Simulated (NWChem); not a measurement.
System: C4H7N; SMILES CC#CCN

Input file for NWChem:

```
start job
memory heap 200 mb stack 900 mb global 1100 mb
geometry units angstroms noautosym noautoz
  C      2.598301     0.332605     0.010262
  C      1.185339     0.053054     0.155324
  C      0.025041    -0.203766     0.316726
  C     -1.412766    -0.438398     0.388517
  N     -2.170636     0.172861    -0.698283
  H      2.739858     1.239713    -0.577440
  H      3.053330     0.473491     0.990512
  H      3.094875    -0.496252    -0.494188
  H     -1.605621    -1.516802     0.367332
  H     -1.798596    -0.038997     1.333082
  H     -1.845732    -0.184254    -1.591408
  H     -2.024101     1.177492    -0.701155
end
basis spherical
  * library def2-svp
end
dft
  xc pbe0
  iterations 150
end
driver
  maxiter 120
end
task dft optimize
task dft freq
```

Output (shortened):

```
             Northwest Computational Chemistry Package (NWChem) 7.3.0
             --------------------------------------------------------

                             Geometry "geometry" -> ""
                             -------------------------

 Output coordinates in angstroms (scale by  1.889725989 to convert to a.u.)

  No.       Tag          Charge          X              Y              Z
 ---- ---------------- ---------- -------------- -------------- --------------
    1 C                    6.0000     2.57737861     0.32404216     0.01911126
    2 C                    6.0000     1.16441661     0.04449116     0.16417326
    3 C                    6.0000     0.00411861    -0.21232884     0.32557526
    4 C                    6.0000    -1.43368839    -0.44696084     0.39736626
    5 N                    7.0000    -2.19155839     0.16429816    -0.68943374
    6 H                    1.0000     2.71893561     1.23115016    -0.56859074
    7 H                    1.0000     3.03240761     0.46492816     0.99936126
    8 H                    1.0000     3.07395261    -0.50481484    -0.48533874
    9 H                    1.0000    -1.62654339    -1.52536484     0.37618126
   10 H                    1.0000    -1.81951839    -0.04755984     1.34193126
   11 H                    1.0000    -1.86665439    -0.19281684    -1.58255874
   12 H                    1.0000    -2.04502339     1.16892916    -0.69230574

 Effective nuclear repulsion energy (a.u.)     152.1704669242

                           NWChem Geometry Optimization
                           ----------------------------

 maximum gradient threshold         (gmax) =   0.000450
 rms gradient threshold             (grms) =   0.000300
 maximum cartesian step threshold   (xmax) =   0.001800
 rms cartesian step threshold       (xrms) =   0.001200
 fixed trust radius                (trust) =   0.300000
 source of zmatrix                         =

          -------------------
          Energy Minimization
          -------------------

 Using diagonal initial Hessian

          --------
          Step   0

                                 NWChem DFT Module
                                 -----------------

 Summary of "ao basis" -> "ao basis" (spherical)
 ------------------------------------------------------------------------------
       Tag                 Description            Shells   Functions and Types
 ---------------- ------------------------------  ------  ---------------------
 C                          def2-svp                 6       14   3s2p1d
 N                          def2-svp                 6       14   3s2p1d
 H                          def2-svp                 3        5   2s1p

            General Information
            -------------------
          SCF calculation type: DFT
          Wavefunction type:  closed shell.
          No. of atoms     :    12
          No. of electrons :    38
           Alpha electrons :    19
            Beta electrons :    19
          Charge           :     0
          Spin multiplicity:     1
          Use of symmetry is: off; symmetry adaption is: off
          Maximum number of iterations: 150
          AO basis - number of functions:   105
                     number of shells:    51
          Convergence on energy requested:  1.00D-06
          Convergence on density requested:  1.00D-05
          Convergence on gradient requested:  5.00D-04

              XC Information
              --------------
                         PBE0 Method XC Functional
                     Hartree-Fock (Exact) Exchange  0.250
          PerdewBurkeErnzerhof Exchange Functional  0.750
            Perdew 1991 LDA Correlation Functional  1.000 local
           PerdewBurkeErnz. Correlation Functional  1.000 non-local

             Grid Information
             ----------------
          Grid used for XC integration:  medium
          Radial quadrature: Mura-Knowles
          Angular quadrature: Lebedev.
          Tag              B.-S. Rad. Rad. Pts. Rad. Cut. Ang. Pts.
          ---              ---------- --------- --------- ---------
          C                   0.70       49          12.0       434
          N                   0.65       49          13.0       434
          H                   0.35       45          13.0       434
          Grid pruning is: on
          Number of quadrature shells:   560
          Spatial weights used:  Erf1

      Superposition of Atomic Density Guess
      -------------------------------------

 Sum of atomic energies:        -208.23837677

      Non-variational initial energy
      ------------------------------

 Total energy =    -211.475460
 1-e energy   =    -579.468723
 2-e energy   =     215.822797
 HOMO         =      -0.308751
 LUMO         =       0.051034

   convergence    iter        energy       DeltaE   RMS-Dens  Diis-err
 ---------------- ----- ----------------- --------- --------- ---------
 d= 0,ls=0.0,diis     1   -210.8574358950 -3.63D+02  1.06D-02  4.14D-01
 d= 0,ls=0.0,diis     2   -210.8901946111 -3.28D-02  4.48D-03  1.65D-01
 d= 0,ls=0.0,diis     3   -210.9054232330 -1.52D-02  1.67D-03  2.97D-02
 d= 0,ls=0.0,diis     4   -210.9085417835 -3.12D-03  2.98D-04  9.47D-04
 d= 0,ls=0.0,diis     5   -210.9086405641 -9.88D-05  9.68D-05  1.23D-04
  Resetting Diis
 d= 0,ls=0.0,diis     6   -210.9086521478 -1.16D-05  3.74D-05  3.15D-05
 d= 0,ls=0.0,diis     7   -210.9086559879 -3.84D-06  1.79D-05  9.57D-07
 d= 0,ls=0.0,diis     8   -210.9086557486  2.39D-07  1.11D-05  2.90D-06
 d= 0,ls=0.0,diis     9   -210.9086560930 -3.44D-07  2.24D-06  8.02D-08

         Total DFT energy =     -210.908656092969
      One electron energy =     -584.557951970957
           Coulomb energy =      252.403576698379
    Exchange-Corr. energy =      -30.924747744591
 Nuclear repulsion energy =      152.170466924199

 Numeric. integr. density =       38.000000203605

                       DFT Final Molecular Orbital Analysis
                       ------------------------------------

 Vector   17  Occ=2.000000D+00  E=-2.805795D-01
              MO Center= -2.1D-01, -6.0D-02,  8.5D-02, r^2= 3.6D+00
   Bfn.  Coefficient  Atom+Function         Bfn.  Coefficient  Atom+Function
  ----- ------------  ---------------      ----- ------------  ---------------
    34      0.297652   3 C  pz               20      0.254851   2 C  pz
    37      0.211636   3 C  pz               60      0.209673   5 N  px
    33     -0.198211   3 C  py               63     -0.186485   5 N  px
    59      0.167515   5 N  s                23      0.156151   2 C  pz
    19     -0.153965   2 C  py               58      0.144064   5 N  s

 Vector   18  Occ=2.000000D+00  E=-2.638255D-01
              MO Center=  5.7D-01, -1.2D-01,  2.5D-01, r^2= 2.4D+00
   Bfn.  Coefficient  Atom+Function         Bfn.  Coefficient  Atom+Function
  ----- ------------  ---------------      ----- ------------  ---------------
    19      0.331999   2 C  py               33      0.327062   3 C  py
    20      0.216846   2 C  pz               34      0.213861   3 C  pz
    22      0.212516   2 C  py               36      0.203669   3 C  py
    81      0.146207   8 H  s                23      0.138981   2 C  pz
    37      0.133130   3 C  pz               86      0.132979   9 H  s

[...]

      ----------------------
      Optimization converged
      ----------------------

  Step       Energy      Delta E   Gmax     Grms     Xrms     Xmax
  ---- ---------------- -------- -------- -------- -------- --------
@   16    -210.91035441 -2.2D-07  0.00008  0.00003  0.00037  0.00139
                                     ok       ok       ok       ok

                         Geometry "geometry" -> "geometry"
                         ---------------------------------

 Output coordinates in angstroms (scale by  1.889725989 to convert to a.u.)

  No.       Tag          Charge          X              Y              Z
 ---- ---------------- ---------- -------------- -------------- --------------
    1 C                    6.0000     2.60954199     0.31837695     0.03369679
    2 C                    6.0000     1.18579597     0.04828946     0.15983051
    3 C                    6.0000    -0.00011917    -0.18229764     0.27639764
    4 C                    6.0000    -1.44520462    -0.43115333     0.37012007
    5 N                    7.0000    -2.26418925     0.15066405    -0.67987828
    6 H                    1.0000     2.79207484     1.23117244    -0.55527569
    7 H                    1.0000     3.07546421     0.46167047     1.02138705
    8 H                    1.0000     3.13357475    -0.51179304    -0.46582475
    9 H                    1.0000    -1.62100425    -1.52058684     0.38966259
   10 H                    1.0000    -1.80978941    -0.06321206     1.34472971
   11 H                    1.0000    -1.94824210    -0.19200583    -1.58577357
   12 H                    1.0000    -2.11967968     1.15886828    -0.70359990

 Effective nuclear repulsion energy (a.u.)     150.8464434349

 ==============================================================================
                                internuclear distances
 ------------------------------------------------------------------------------
       center one      |      center two      | atomic units |  angstroms
 ------------------------------------------------------------------------------
    2 C                |   1 C                |     2.74883  |     1.45462
    3 C                |   2 C                |     2.29363  |     1.21374
    4 C                |   3 C                |     2.77667  |     1.46935
    5 N                |   4 C                |     2.74612  |     1.45318
    6 H                |   1 C                |     2.08162  |     1.10155
    7 H                |   1 C                |     2.08140  |     1.10143
    8 H                |   1 C                |     2.08154  |     1.10151
    9 H                |   4 C                |     2.08569  |     1.10370
   10 H                |   4 C                |     2.08570  |     1.10371
   11 H                |   5 N                |     1.92520  |     1.01877
   12 H                |   5 N                |     1.92522  |     1.01878
 ------------------------------------------------------------------------------
                         number of included internuclear distances:         11
 ==============================================================================

[second-derivative integrals and response iterations left out]

  Vibrational analysis via the FX method

  See chapter 2 in "Molecular Vibrations" by Wilson, Decius and Cross

  Vib: Default input used

 ---------------------------- Atom information ----------------------------
     atom    #        X              Y              Z            mass
 --------------------------------------------------------------------------
    C        1  4.9313193D+00  6.0164519D-01  6.3677702D-02  1.2000000D+01
    C        2  2.2408295D+00  9.1253851D-02  3.0203587D-01  1.2000000D+01
    C        3 -2.2520035D-04 -3.4449259D-01  5.2231580D-01  1.2000000D+01
    C        4 -2.7310407D+00 -8.1476166D-01  6.9942551D-01  1.2000000D+01
    N        5 -4.2786973D+00  2.8471377D-01 -1.2847837D+00  1.4003070D+01
    H        6  5.2762564D+00  2.3265786D+00 -1.0493189D+00  1.0078250D+00
    H        7  5.8117846D+00  8.7243069D-01  1.9301416D+00  1.0078250D+00
    H        8  5.9215976D+00 -9.6714860D-01 -8.8028114D-01  1.0078250D+00
    H        9 -3.0632539D+00 -2.8734925D+00  7.3635552D-01  1.0078250D+00
    H       10 -3.4200061D+00 -1.1945348D-01  2.5411707D+00  1.0078250D+00
    H       11 -3.6816437D+00 -3.6283842D-01 -2.9966775D+00  1.0078250D+00
    H       12 -4.0056138D+00  2.1899435D+00 -1.3296110D+00  1.0078250D+00
 --------------------------------------------------------------------------

[unprojected Hessian and modes left out]

[...]

 Rotational Constants
 --------------------
 A=   0.737888 cm-1  (  1.061632 K)
 B=   0.068959 cm-1  (  0.099215 K)
 C=   0.065247 cm-1  (  0.093874 K)

 Temperature                      =   298.15K
 frequency scaling parameter      =   1.0000

 Zero-Point correction to Energy  =   64.512 kcal/mol  (  0.102806 au)
 Thermal correction to Energy     =   68.689 kcal/mol  (  0.109463 au)
 Thermal correction to Enthalpy   =   69.281 kcal/mol  (  0.110406 au)

 Total Entropy                    =   83.040 cal/mol-K
   - Translational                =   38.597 cal/mol-K (mol. weight =  69.0578)
   - Rotational                   =   25.677 cal/mol-K (symmetry #  =        1)
   - Vibrational                  =   18.765 cal/mol-K

 Cv (constant volume heat capacity) =   21.353 cal/mol-K
   - Translational                  =    2.979 cal/mol-K
   - Rotational                     =    2.979 cal/mol-K
   - Vibrational                    =   15.394 cal/mol-K

[normal modes left out]

 ----------------------------------------------------------------------------
 Normal Eigenvalue ||           Projected Infra Red Intensities
  Mode   [cm**-1]  || [atomic units] [(debye/angs)**2] [(KM/mol)] [arbitrary]
 ------ ---------- || -------------- ----------------- ---------- -----------
    1       -0.000 ||    0.000352           0.008         0.343       0.247
    2        0.000 ||    0.000207           0.005         0.201       0.145
    3        0.000 ||    0.000015           0.000         0.014       0.010
    4        0.000 ||    0.000251           0.006         0.244       0.176
    5        0.000 ||    0.000563           0.013         0.549       0.395
    6        0.000 ||    0.000227           0.005         0.221       0.159
    7        7.429 ||    0.000110           0.003         0.107       0.077
    8      134.475 ||    0.000740           0.017         0.722       0.520
    9      182.482 ||    0.000012           0.000         0.012       0.008
   10      316.837 ||    0.058601           1.352        57.127      41.150
   11      330.003 ||    0.011309           0.261        11.025       7.941
   12      422.027 ||    0.008882           0.205         8.658       6.237
   13      542.997 ||    0.009615           0.222         9.373       6.751
   14      745.775 ||    0.023559           0.544        22.966      16.543
   15      886.158 ||    0.000094           0.002         0.092       0.066
   16      917.613 ||    0.212539           4.903       207.194     149.246
   17     1030.233 ||    0.002793           0.064         2.722       1.961
   18     1031.887 ||    0.002374           0.055         2.314       1.667
   19     1124.671 ||    0.012207           0.282        11.900       8.572
   20     1172.844 ||    0.000247           0.006         0.241       0.174
   21     1180.751 ||    0.002735           0.063         2.666       1.921
   22     1356.618 ||    0.042726           0.986        41.652      30.003
   23     1375.463 ||    0.000101           0.002         0.098       0.071
   24     1391.417 ||    0.002747           0.063         2.678       1.929
   25     1441.818 ||    0.005252           0.121         5.120       3.688
   26     1444.463 ||    0.008964           0.207         8.738       6.294
   27     1445.864 ||    0.008396           0.194         8.184       5.895
   28     1647.799 ||    0.018705           0.432        18.235      13.135
   29     2376.403 ||    0.003579           0.083         3.489       2.513
   30     3050.070 ||    0.023164           0.534        22.582      16.266
   31     3054.450 ||    0.029269           0.675        28.533      20.553
   32     3100.740 ||    0.009921           0.229         9.672       6.967
   33     3140.755 ||    0.004094           0.094         3.991       2.875
   34     3141.747 ||    0.003780           0.087         3.685       2.654
   35     3537.084 ||    0.000709           0.016         0.692       0.498
   36     3617.326 ||    0.003831           0.088         3.734       2.690
 ----------------------------------------------------------------------------
```

Level: PBE0/def2-SVP.
